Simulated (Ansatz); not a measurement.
C₂H₁₀AlNSi (`[CH3][AlH][NH][SiH2]C`). The species carries charge 0 and has multiplicity 1. The geometry is a stationary point of PBE0-D4/def2-TZVP. It is one conformer, not always the lowest.

```xyz
15

C     2.787    1.420   -0.835
Al    1.114    1.223    0.146
N    -0.135    0.095   -0.452
Si   -1.701   -0.250    0.192
C    -1.890   -2.025    0.745
H     2.859    0.754   -1.698
H     2.906    2.446   -1.198
H     3.647    1.221   -0.187
H     0.784    2.016    1.478
H     0.088   -0.410   -1.301
H    -1.897    0.666    1.348
H    -2.766    0.031   -0.816
H    -1.735   -2.715   -0.090
H    -1.166   -2.271    1.526
H    -2.894   -2.201    1.141
```

Problem. What is the dipole moment at r2SCAN/def2-TZVPP? (An estimate is asked.)

Solution. The calculation gave: 1.61 D, with components (0.88, -0.98, -0.94) D in this frame, pointing from negative to positive charge.

Problem. And with PBE, B3LYP, ωB97M-V? (An estimate is asked.)

Solution. Ansatz gave: PBE 1.59 D, B3LYP 1.53 D, ωB97M-V 1.57 D.

Problem. Give the Mulliken charges with r2SCAN, PBE, B3LYP in def2-TZVPP. (Estimate.)

Solution. The calculation gave: 
```csv
atom,r2SCAN,PBE,B3LYP
C1,-0.39,-0.44,-0.45
Al2,0.53,0.39,0.47
N3,-0.41,-0.28,-0.34
Si4,0.40,0.30,0.39
C5,-0.29,-0.37,-0.38
H6,0.06,0.09,0.08
H7,0.07,0.10,0.09
H8,0.07,0.10,0.09
H9,-0.16,-0.12,-0.14
H10,0.12,0.11,0.10
H11,-0.08,-0.07,-0.08
H12,-0.11,-0.09,-0.10
H13,0.06,0.09,0.09
H14,0.07,0.10,0.10
H15,0.07,0.10,0.09
```

B3LYP here is the variant with VWN-RPA as its local correlation; programs differ in this.
